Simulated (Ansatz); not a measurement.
Reaction (ligand exchange at the Al–O bond): `C[SiH](F)[O][AlH2]` + `N=CS` → `[AlH2]/[N]=C\S` + `C[SiH](O)F`

Gas-phase electronic energies from Ansatz, PBE0-D4/def2-TZVP geometries. CCSD(T)/CBS is the MP2 limit (def2-TZVPP, def2-QZVPP) plus CCSD(T) − MP2 in def2-TZVPP, frozen cores. This one scheme is used for every species. Each species was taken in one conformer, which may not be the lowest.

```
             species  MP2/CBS(def2) energy (Eh)
`C[SiH](F)[O][AlH2]`                 -747.83836
              `N=CS`                 -492.25125
    `[AlH2]/[N]=C\S`                 -734.87171
        `C[SiH](O)F`                 -505.19013
```

(1) Work out ΔE.

Largest T1 diagnostic among the species: 0.015.

## Answers

(1) ΔE = (-734.87171) + (-505.19013) − (-747.83836) − (-492.25125) = 0.02777 Eh = +72.9 kJ/mol. CCSD(T)/CBS gives +75.4 kJ/mol.

From PBE to PBE0 (25 % exact exchange), in def2-TZVPP and without D4, ΔE moves by +6.6 kJ/mol. In def2-TZVPP, CCSD(T) changes the Hartree–Fock value by −8.9 kJ/mol (the triples alone add −2.7 kJ/mol) and MP2 by −11.4 kJ/mol.
